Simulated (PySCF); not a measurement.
# `O[C@H]1C[SiH2][C@@H]1CCF`, C$_{5}$H$_{11}$FOSi

Geometry:
| atom | x (Å) | y (Å) | z (Å) |
| --- | --- | --- | --- |
| O1 | -1.151 | -2.323 | -0.461 |
| C2 | -1.069 | -0.927 | -0.555 |
| C3 | -2.217 | -0.131 | 0.105 |
| Si4 | -0.979 | 1.185 | 0.736 |
| C5 | 0.133 | -0.272 | 0.167 |
| C6 | 1.356 | -0.005 | -0.696 |
| C7 | 2.440 | 0.710 | 0.093 |
| F8 | 1.984 | 1.938 | 0.526 |
| H9 | -1.233 | -2.561 | 0.469 |
| H10 | -1.025 | -0.723 | -1.628 |
| H11 | -2.677 | -0.716 | 0.902 |
| H12 | -3.009 | 0.156 | -0.581 |
| H13 | -0.900 | 2.375 | -0.102 |
| H14 | -0.983 | 1.484 | 2.164 |
| H15 | 0.432 | -0.911 | 1.005 |
| H16 | 1.770 | -0.942 | -1.078 |
| H17 | 1.073 | 0.615 | -1.549 |
| H18 | 2.718 | 0.151 | 0.993 |
| H19 | 3.328 | 0.905 | -0.516 |

Theory: TDDFT CAM-B3LYP/def2-SVPD circular dichroism and optical rotation, one conformer, gas phase in PySCF 2.14.0. Geometry: GFN2-xTB.

The molecule is flexible and this is one conformer; a measurement averages over conformers.

Question: Draw the ECD and absorption spectra from the lowest 8 states, each a Gaussian of half-width 0.25 eV at 1/e height.

Answer: 
```csv
E (eV),λ (nm),Δε (L mol⁻¹ cm⁻¹),ε (L mol⁻¹ cm⁻¹)
6.37,195,-0.09,5.83
6.52,190,-0.66,44.8
6.67,186,-2.44,169
6.82,182,-4.28,338
6.97,178,-2.40,618
7.12,174,+4.34,1980
7.27,171,+9.80,5130
7.42,167,+2.89,7550
7.57,164,-12.88,7130
7.72,161,-20.97,6140
```
Δε uses R in velocity form, ε uses f in length form. Only the states computed contribute, so the short-wavelength end is incomplete.
